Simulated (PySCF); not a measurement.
From one molecule to another.

First species: C6H10OSi2.
Bonds: C1–C2 (double), C2–Si3, Si3–C4, C4–C5 (double), C5–C6, C6–O7 (double), C6–Si8, Si8–C9, C4–C9. Hydrogens: H10, H11 on C1; H12 on C2; H13, H14 on Si3; H15 on C5; H16, H17 on Si8; H18, H19 on C9.

Second species: C5H13NSi3.
SMILES: `N#CC[Si@H]([SiH3])[SiH2]C1CC1`

Levels: PBE0/pcSseg-1 for dipole moment, HOMO energy, LUMO energy and HOMO–LUMO gap; GFN2-xTB for rotational constant A and rotational constant C. Geometries: GFN2-xTB. All species are isolated and taken at one optimised geometry, non-relativistic unless stated; the electronic structure was computed with PySCF and density fitting.

The conformers computed, where there is a choice (atom-mapped SMILES and torsion angles):
- `[CH2:1]=[CH:2][SiH2:3][C:4]1=[CH:5][C:6](=[O:7])[SiH2:8][CH2:9]1`: C1–C2–Si3–C4 14°, C2–Si3–C4–C5 -102°
- `[N:1]#[C:2][CH2:3][Si@H:4]([SiH3:5])[SiH2:6][CH:7]1[CH2:8][CH2:9]1`: C2–C3–Si4–Si5 64°, C3–Si4–Si6–C7 74°, Si4–Si6–C7–C8 148°

(1) Which of the two has the higher rotational constant C, and by how much?

(2) Which of the two has the higher LUMO energy, and by how much?

(3) Which of the two has the higher HOMO–LUMO gap, and by how much?

(4) Which of the two has the higher rotational constant A, and by how much?

(5) Which of the two has the higher HOMO energy, and by how much?

(6) Which of the two has the higher dipole moment, and by how much?

Results:

(1) The first: 0.614 GHz against 0.606 GHz, a difference of 0.008 GHz.

(2) The second: -0.80 eV against -2.03 eV, a difference of 1.23 eV.

(3) The second: 7.18 eV against 4.55 eV, a difference of 2.63 eV.

(4) The first: 2.074 GHz against 1.093 GHz, a difference of 0.981 GHz.

(5) The first: -6.58 eV against -7.98 eV, a difference of 1.40 eV.

(6) The first: 3.71 D against 2.93 D, a difference of 0.78 D.

On the first: A dipole of 3.71 D is allowed in C1, and pure rotational transitions are dipole-allowed. In atomic units the dipole is 1.46 e·bohr (1 au = 2.5417 D).

On the second: In atomic units the dipole is 1.15 e·bohr (1 au = 2.5417 D). A dipole of 2.93 D is allowed in C1, and pure rotational transitions are dipole-allowed.
